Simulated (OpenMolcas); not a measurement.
# What dynamic correlation does to the levels of Cl6+

```yaml
Program: OpenMolcas 26.06
Basis: ANO-RCC-VDZ [4s3p]
Scalar_Hamiltonian: DKH4, point nucleus
Active_space: 1 electron in 8 orbitals (3s 3p 4s 4p)
State_averaging: 2S+1 = 2 even, 1 root; 2S+1 = 2 odd, 3 roots
Spin-orbit_coupling: state interaction with AMFI integrals over the reference wave functions, term energies averaged over their components
```

Methods on the same reference wave functions:
A. CASSCF
B. SS-CASPT2, IPEA 0.25 Eh, imaginary shift 0.1 Eh (closed shells correlated: 2s 2p)

Energies in cm-1 above 3s 2S 1/2, the measured ground level; measured values from Moore, Atomic Energy Levels, vol. I, NSRDS-NBS 35 (1971 reprint of NBS Circular 467, 1949).

| Level | A | B | Measured |
| --- | --- | --- | --- |
| 3s 2S 1/2 | 0.0 | 0.0 | 0.0 |
| 3p 2P* 1/2 | 132527 | 132592 | 123001 |
| 3p 2P* 3/2 | 133742 | 133807 | 124891 |

Deviations, from unrounded energies. A percentage is the sum of absolute deviations over the sum of measured energies, with the sign that they share, or ± where signs differ.

| Against measurement | Levels | A | B |
| --- | --- | --- | --- |
| mean absolute deviation (cm-1) | 2 | 9200 | 9300 |
| other configurations (%) | 2 | +7.4 | +7.5 |

A, B lie about equally close to measurement. The largest miss of A in the table is 3p 2P* 1/2, by +9500 cm-1. The ranking rests on the paired levels alone, and a cruder setting can come out closer through cancelling errors.

The lowest spin-free term lies below A's lowest term by 0.004 hartree in B.

With one active electron outside closed inactive shells, the extra shells (4p 4s) add no correlation to the reference. The basis is small and was not contracted for so high a charge. With one active electron the reference holds no correlation, so core polarisation is missing (holds for A). With one active electron, CASPT2 adds the correlation within the correlated inactive shells and between them and that electron, and leaves the splitting within a term as the reference gives it (holds for B). Measured partners are found by configuration, term and J. A level has none where our copy of the source lacks it or the pairing is in doubt (some pairs that miss far off the trend of their configuration count as doubtful), and it then counts in no deviation. Only configurations of the active space appear.

* marks odd parity.
